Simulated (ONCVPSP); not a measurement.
## ruthenium, ONCV: configuration errors across variants

```
Element                 : Ru
Generator               : ONCVPSP 4.0.1
Type                    : optimised norm-conserving Vanderbilt (ONCV)
Functional              : LDA (Perdew-Zunger)
Relativity              : scalar-relativistic
Frozen core             : [Ar] 3d10
Valence charge          : 16
Reference configuration : 4s2 4p6 4d7 (charge +1)
Partial waves           : 4s: rc 1.20 bohr, ncon 4, nbas 8, qcut 7 1/bohr, 3 projectors, debl 3.4 Ha; 4p: rc 1.60 bohr, ncon 4, nbas 9, qcut 9.7 1/bohr, 2 projectors, debl 3.8 Ha; 4d: rc 1.40 bohr, ncon 3, nbas 7, qcut 6.5 1/bohr, 2 projectors, debl 0.4 Ha
Local potential         : polynomial inside 1.10 bohr (lpopt 5, dvloc0 0 Ha)
Core correction         : Teter function fitted to the true core (icmod 2), fcfact 0.45
```

In the d channel the program set the typed energies aside and used -0.470, 0.250 Ha.

All-electron excitation energies from the reference (eV): (1) 4s2 4p6 4d7 5s1 -7.613; (2) 4s2 4p6 4d6 18.437; (3) 4s2 4p6 4d5 49.286; (4) 4s2 4p6 4d7 5p1 -4.029.

2 further variants failed, have other tests or too few solved ones, and are left out.

Errors AE − PS in meV (a dash: test not solved or not reliable):

| change | (1) | (2) | (3) | (4) | bound ghosts | GHOST(+) flags above zero |
| --- | --- | --- | --- | --- | --- | --- |
| base | +1.2 | -2.6 | -1.5 | +1.2 | none | s, d |
| s: qcut 4.2 | +0.6 | -2.6 | -1.6 | +1.2 | none | s, d |
| s: qcut 6.6 | +1.1 | -2.6 | -1.5 | +1.2 | none | s, d |
| s: qcut 7.1 | +1.2 | -2.6 | -1.5 | +1.2 | none | s, d |
| s: qcut 8.1 | +1.3 | -2.6 | -1.4 | +1.2 | none | s, d |

(1) Give the same row for: s: qcut 5.3.

Answers

(1) +0.8, -2.6, -1.6, +1.2; bound ghosts: none; GHOST(+) flags above zero: s, d.
